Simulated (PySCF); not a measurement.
A run for PySCF: R-B3LYP/3-21G on ClH3Si2 (SMILES [SiH3][Si]Cl), a point of a torsion scan.

```python
from pyscf import gto, scf, dft, mp
from pyscf.data.elements import chemcore

mol = gto.M(
    atom='''
    Si   -0.70515542   -0.09434464   -0.01704868
    Si    1.36914912   -1.10991108   -0.08015599
    Cl    1.04136311   -3.03211733    0.66123059
    H    -1.02971735    0.38418207    1.33827810
    H    -1.96355255   -0.71221966   -0.46459297
    H    -0.57506309    1.12033585   -0.83998996
    ''',
    basis='3-21g',
    charge=0, spin=0, verbose=3, max_memory=1800)
mf = dft.RKS(mol, xc='b3lyp')
mf.conv_tol = 1e-8
mf.max_cycle = 100
mf.kernel()
if not mf.converged:
    mf = mf.newton().run(mf.mo_coeff, mf.mo_occ)
```

Output:

```
converged SCF energy = -1035.71184278769
```

The run converged.

Cost: very roughly 4 core-seconds.
